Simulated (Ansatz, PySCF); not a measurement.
O$_{3}$S, charge -1, doublet, at a GFN2-xTB geometry (a state made from the parent by changing its charge; the spin is typed, not shown lowest). Base run: PySCF with CCSD(T)/def2-SVP.

The PySCF input:
```python
from pyscf import gto, scf, cc

mol = gto.M(
    atom='''
O    -0.69438500   -1.24941139   -0.21223180
S    -0.00917055   -0.00457520    0.24346489
O    -0.72815248    1.23702084   -0.16677856
O     1.44087858    0.02154096   -0.10791941
''',
    basis='def2-svp',
    charge=-1,
    spin=1,
    verbose=3,
)

mf = scf.UHF(mol)
mf.kernel()

mycc = cc.CCSD(mf)
mycc.kernel()
et = mycc.ccsd_t()
print('E(CCSD(T)) = %.10f' % (mycc.e_tot + et))
```

The same geometry, method and basis name were run in Ansatz (a program for electronic structure) and PySCF, at each program's defaults and at the settings that a row names. The base is PySCF at its defaults. Differences at the defaults can come from grids, fitting, cores and function types together.

| code and settings | ΔE vs base (mEh) | basis functions | E (Eh) | SCF cycles |
|---|---|---|---|---|
| PySCF, defaults (exact integrals, spherical functions, all electrons correlated) | 0.000 | 60 | -622.45670 | 11 |
| Ansatz, defaults (factorised integrals, spherical functions, frozen core) | 15.625 | 60 | -622.44107 | - |
| PySCF, frozen core | 15.606 | 60 | -622.44109 | 11 |
| Ansatz, high accuracy, frozen core | 15.606 | 60 | -622.44109 | - |

Open shells are given as the SCF converged; they aren't shown to be the lowest states, and a large step between rows can be another state.
